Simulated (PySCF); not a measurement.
HGeI, singlet, geometry from GFN2-xTB (core potentials on I), with bond 3-1 at 1.8 times its length; CASSCF(4,5)/def2-SVP (PySCF).

Here is a job for PySCF.
```python
from pyscf import gto, scf, mcscf
import numpy

mol = gto.M(
    atom='''
Ge   -0.879723   -0.744598    1.052227
H    -1.971157   -1.231214   -0.093666
I     1.726799    1.446717   -1.982153
''',
    basis='def2-svp',
    ecp={'I': 'def2-svp'},
    charge=0,
    spin=0,
    verbose=4,
)

mf = scf.RHF(mol)
mf.kernel()
mc = mcscf.CASSCF(mf, 5, 4)
mc.fix_spin_(ss=0.0)
mc.conv_tol = 1e-5
mc.kernel()
occ = numpy.linalg.eigvalsh(mc.fcisolver.make_rdm1(mc.ci, mc.ncas, mc.nelecas))[::-1]
ss = mc.fcisolver.spin_square(mc.ci, mc.ncas, mc.nelecas)[0]
print('natural occupations', occ.round(4), ' <S^2>', round(ss, 4))
```

What the program printed (banner, timings and long lists left out):

```
PySCF version 2.14.0

[INPUT] verbose = 4
[INPUT] num. atoms = 3
[INPUT] num. electrons = 58
[INPUT] charge = 0
[INPUT] spin (= nelec alpha-beta = 2S) = 0
[INPUT] symmetry False subgroup None
[INPUT] Mole.unit = angstrom
[INPUT] Symbol           X                Y                Z      unit          X                Y                Z       unit  Magmom
[INPUT]  1 Ge    -0.879723000000  -0.744598000000   1.052227000000 AA   -1.662435535481  -1.407086292899   1.988420850873 Bohr   0.0
[INPUT]  2 H     -1.971157000000  -1.231214000000  -0.093666000000 AA   -3.724946878519  -2.326657260730  -0.177003087184 Bohr   0.0
[INPUT]  3 I      1.726799000000   1.446717000000  -1.982153000000 AA    3.263177182173   2.733898909752  -3.745726306985 Bohr   0.0

nuclear repulsion = 105.721997343146
number of shells = 25
number of NR pGTOs = 142
number of NR cGTOs = 63
basis = def2-svp
ecp = {'I': 'def2-svp'}

******** <class 'pyscf.scf.hf.RHF'> ********
method = RHF
initial guess = minao
damping factor = 0
level_shift factor = 0
DIIS = <class 'pyscf.scf.diis.CDIIS'>
diis_start_cycle = 1
diis_space = 8
diis_damp = 0
SCF conv_tol = 1e-09
SCF conv_tol_grad = None
SCF max_cycles = 50
direct_scf = True
direct_scf_tol = 1e-13
Set gradient conv threshold to 3.16228e-05
Initial guess from minao.
init E= -2339.3059359565
  HOMO = -0.443262811745669  LUMO = -0.296254496080595  gap/eV = 4.00030
cycle= 1 E= -2371.18739279289  delta_E= -31.9  |g|= 2.16  |ddm|= 7.38
  HOMO = 0.0120033356659414  LUMO = 0.0361773517868328  gap/eV = 0.65781
cycle= 2 E= -2365.92824282123  delta_E= 5.26  |g|= 2.12  |ddm|=  8.9
  HOMO = -0.0295646750516312  LUMO = 0.0672995155748879  gap/eV = 2.63581
cycle= 3 E= -2371.77928170876  delta_E= -5.85  |g|=    1  |ddm|= 8.35
  HOMO = -0.293371227921625  LUMO = -0.0116450475755919  gap/eV = 7.66616
cycle= 4 E= -2372.1070679626  delta_E= -0.328  |g|= 0.44  |ddm|= 1.62
  HOMO = -0.239186897088229  LUMO = -0.121183708227768  gap/eV = 3.21103
cycle= 5 E= -2372.21140719129  delta_E= -0.104  |g|= 0.131  |ddm|= 1.13
  HOMO = -0.237396939250448  LUMO = -0.125525461463038  gap/eV = 3.04418
cycle= 6 E= -2372.22613329164  delta_E= -0.0147  |g|= 0.0399  |ddm|= 0.401
  HOMO = -0.253601892775099  LUMO = -0.109647038047307  gap/eV = 3.91721
cycle= 7 E= -2372.23042839882  delta_E= -0.0043  |g|= 0.0288  |ddm|= 0.23
  HOMO = -0.263176801397761  LUMO = -0.0930687647208742  gap/eV = 4.62888
cycle= 8 E= -2372.23139296893  delta_E= -0.000965  |g|= 0.0107  |ddm|= 0.139
  HOMO = -0.266839739915482  LUMO = -0.0904492938614823  gap/eV = 4.79983
cycle= 9 E= -2372.23156617692  delta_E= -0.000173  |g|= 0.00258  |ddm|= 0.0598
  HOMO = -0.266631550637063  LUMO = -0.0902884185432272  gap/eV = 4.79854
cycle= 10 E= -2372.23158465392  delta_E= -1.85e-05  |g|= 0.00157  |ddm|= 0.014
  HOMO = -0.266292344568604  LUMO = -0.0905471777102277  gap/eV = 4.78227
cycle= 11 E= -2372.23158875402  delta_E= -4.1e-06  |g|= 0.000406  |ddm|= 0.00763
  HOMO = -0.266292335825453  LUMO = -0.0906225992855337  gap/eV = 4.78022
cycle= 12 E= -2372.23158917572  delta_E= -4.22e-07  |g|= 0.000108  |ddm|= 0.00289
  HOMO = -0.266342086447614  LUMO = -0.0905781567050212  gap/eV = 4.78278
cycle= 13 E= -2372.23158920158  delta_E= -2.59e-08  |g|= 3.79e-05  |ddm|= 0.000736
  HOMO = -0.266339423386025  LUMO = -0.0905813308353388  gap/eV = 4.78262
cycle= 14 E= -2372.23158920853  delta_E= -6.95e-09  |g|= 2.56e-05  |ddm|= 0.00028
  HOMO = -0.266340543855094  LUMO = -0.0905792395090439  gap/eV = 4.78271
cycle= 15 E= -2372.23158921441  delta_E= -5.88e-09  |g|= 8.19e-06  |ddm|= 0.00046
  HOMO = -0.266340200708316  LUMO = -0.0905795392289247  gap/eV = 4.78269
cycle= 16 E= -2372.23158921489  delta_E= -4.76e-10  |g|= 3.3e-06  |ddm|= 0.000123
  HOMO = -0.266339969698653  LUMO = -0.0905796865180321  gap/eV = 4.78268
Extra cycle  E= -2372.23158921491  delta_E= -2.23e-11  |g|= 2.03e-06  |ddm|= 1.38e-05
converged SCF energy = -2372.23158921491

******** <class 'pyscf.mcscf.mc1step.CASSCF'> ********
CAS (2e+2e, 5o), ncore = 27, nvir = 31
max_cycle_macro = 50
max_cycle_micro = 4
conv_tol = 1e-05
conv_tol_grad = None
orbital rotation max_stepsize = 0.02
orbital rotation threshold for CI restart = 0.01
augmented hessian ah_max_cycle = 30
augmented hessian ah_conv_tol = 1e-12
augmented hessian ah_linear dependence = 1e-14
augmented hessian ah_level shift = 1e-08
augmented hessian ah_start_tol = 2.5
augmented hessian ah_start_cycle = 3
augmented hessian ah_grad_trust_region = 3
kf_trust_region = 3
kf_interval = 4
ci_response_space = 4
ci_grad_trust_region = 3
with_dep4 0
natorb = False
canonicalization = True
sorting_mo_energy = False
ao2mo_level = 2
internal_rotation = False
******** <class 'pyscf.fci.addons.SpinPenaltyFCISolver'> ********
max. cycles = 50
conv_tol = 1e-08
davidson only = True
linear dependence = 1e-12
level shift = 0.001
max iter space = 12
nroots = 1
pspace_size = 400
spin = None
CASCI E = -2372.25935968119  S^2 = 0.0000000
Set conv_tol_grad to 0.00316228
macro iter   1 ( 21 JK    4 micro), CASSCF E = -2372.27611242829  dE = -1.67527471e-02  S^2 = 0.0000000
               |grad[o]|=0.143  |grad[c]|=0.0295  |ddm|=0.249  |maxRot[o]|= 0.19
macro iter   2 ( 21 JK    4 micro), CASSCF E = -2372.27713360926  dE = -1.02118096e-03  S^2 = 0.0000000
               |grad[o]|=0.0425  |grad[c]|=0.0249  |ddm|=0.0316  |maxRot[o]|=0.211
macro iter   3 ( 21 JK    4 micro), CASSCF E = -2372.27757230825  dE = -4.38698987e-04  S^2 = 0.0000000
               |grad[o]|=0.0191  |grad[c]|=0.00616  |ddm|=0.00615  |maxRot[o]|=0.314
macro iter   4 ( 21 JK    4 micro), CASSCF E = -2372.27868534177  dE = -1.11303352e-03  S^2 = 0.0000000
               |grad[o]|=0.0143  |grad[c]|=0.00714  |ddm|=0.00772  |maxRot[o]|=0.255
macro iter   5 ( 21 JK    4 micro), CASSCF E = -2372.28233331752  dE = -3.64797575e-03  S^2 = 0.0000000
               |grad[o]|=0.0121  |grad[c]|=0.0095  |ddm|=0.0222  |maxRot[o]|=0.302
macro iter   6 ( 21 JK    4 micro), CASSCF E = -2372.28949950035  dE = -7.16618283e-03  S^2 = 0.0000000
               |grad[o]|=0.0164  |grad[c]|=0.0171  |ddm|=0.0261  |maxRot[o]|=0.155
macro iter   7 ( 21 JK    4 micro), CASSCF E = -2372.29759757185  dE = -8.09807150e-03  S^2 = 0.0000000
               |grad[o]|=0.0261  |grad[c]|=0.021  |ddm|=0.0306  |maxRot[o]|=0.153
macro iter   8 ( 20 JK    4 micro), CASSCF E = -2372.30143529392  dE = -3.83772207e-03  S^2 = 0.0000000
               |grad[o]|=0.022  |grad[c]|=0.00642  |ddm|=0.0148  |maxRot[o]|=0.179
macro iter   9 (  9 JK    2 micro), CASSCF E = -2372.30159903065  dE = -1.63736735e-04  S^2 = 0.0000000
               |grad[o]|=0.00515  |grad[c]|=0.00148  |ddm|=0.0035  |maxRot[o]|=0.0378
macro iter  10 (  3 JK    1 micro), CASSCF E = -2372.30160074171  dE = -1.71105785e-06  S^2 = 0.0000000
               |grad[o]|=0.000423  |grad[c]|=0.000658  |ddm|=0.000367  |maxRot[o]|=0.00605
1-step CASSCF converged in  10 macro (179 JK  35 micro) steps
CASSCF canonicalization
Density matrix diagonal elements [1.93739029 1.34571628 0.65464486 0.0472277  0.01502087]
CASSCF energy = -2372.30160074171
CASCI E = -2372.30160074171  E(CI) = -3.10401520231107  S^2 = 0.0000000
natural occupations [1.9375 1.4083 0.5922 0.0472 0.0147]  <S^2> 0.0
```
